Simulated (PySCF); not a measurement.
Isomers of CH13NSi4.

All values: CAM-B3LYP/def2-SVPD (PySCF) at GFN2-xTB geometries, gas phase, one conformer each. Core orbitals are frozen in the response; Δα² is half the sum of the squared differences of the principal polarisabilities.

Question: Rank by mean static polarisability, highest first.
A. `[SiH3:1][CH2:2][SiH2:3][SiH2:4][NH:5][SiH3:6]` with Si1–C2–Si3–Si4 -66°, C2–Si3–Si4–N5 113°, Si3–Si4–N5–Si6 -55°
B. `[CH3:1][SiH2:2][SiH2:3][N:4]([SiH3:5])[SiH3:6]` with C1–Si2–Si3–N4 3°, Si2–Si3–N4–Si5 86°
C. `CN[Si]([SiH3])([SiH3])[SiH3]`

Answer: C (20.69 Å³), A (18.73 Å³), B (18.43 Å³).

Question: Rank by dipole moment, highest first.
A. `CN[Si]([SiH3])([SiH3])[SiH3]`
B. `[SiH3:1][CH2:2][N:3]([SiH3:4])[SiH2:5][SiH3:6]` with Si1–C2–N3–Si4 89°, C2–N3–Si5–Si6 96°
C. `[CH3:1][SiH2:2][N:3]([SiH3:4])[SiH2:5][SiH3:6]` with C1–Si2–N3–Si4 114°, Si2–N3–Si5–Si6 101°

Answer: A (1.45 D), B (0.73 D), C (0.53 D).

Question: Rank by polarisability anisotropy Δα, highest first.
A. `[CH3:1][SiH2:2][N:3]([SiH3:4])[SiH2:5][SiH3:6]` with C1–Si2–N3–Si4 114°, Si2–N3–Si5–Si6 101°
B. `[CH3:1][SiH2:2][SiH2:3][N:4]([SiH3:5])[SiH3:6]` with C1–Si2–Si3–N4 3°, Si2–Si3–N4–Si5 86°
C. `[SiH3:1][CH2:2][SiH2:3][SiH2:4][NH:5][SiH3:6]` with Si1–C2–Si3–Si4 -66°, C2–Si3–Si4–N5 113°, Si3–Si4–N5–Si6 -55°

Answer: C (3.16 Å³), A (2.70 Å³), B (2.46 Å³).

All values together:

```
                      SMILES  μ (D)  HOMO (eV)  LUMO (eV)  α (Å³)  Δα (Å³)
CN[Si]([SiH3])([SiH3])[SiH3]   1.45      -7.88       0.26   20.69     2.68
[SiH3]CN([SiH3])[SiH2][SiH3]   0.73      -7.79       0.45   18.82     2.53
  [SiH3]C[SiH2][SiH2]N[SiH3]   0.52      -8.57       0.35   18.73     3.16
C[SiH2][SiH2]N([SiH3])[SiH3]   0.47      -8.45       0.30   18.43     2.46
C[SiH2]N([SiH3])[SiH2][SiH3]   0.53      -8.44       0.58   18.49     2.70
```

Conformers: `[SiH3:1][CH2:2][N:3]([SiH3:4])[SiH2:5][SiH3:6]` with Si1–C2–N3–Si4 89°, C2–N3–Si5–Si6 96°; `[SiH3:1][CH2:2][SiH2:3][SiH2:4][NH:5][SiH3:6]` with Si1–C2–Si3–Si4 -66°, C2–Si3–Si4–N5 113°, Si3–Si4–N5–Si6 -55°; `[CH3:1][SiH2:2][SiH2:3][N:4]([SiH3:5])[SiH3:6]` with C1–Si2–Si3–N4 3°, Si2–Si3–N4–Si5 86°; `[CH3:1][SiH2:2][N:3]([SiH3:4])[SiH2:5][SiH3:6]` with C1–Si2–N3–Si4 114°, Si2–N3–Si5–Si6 101°.
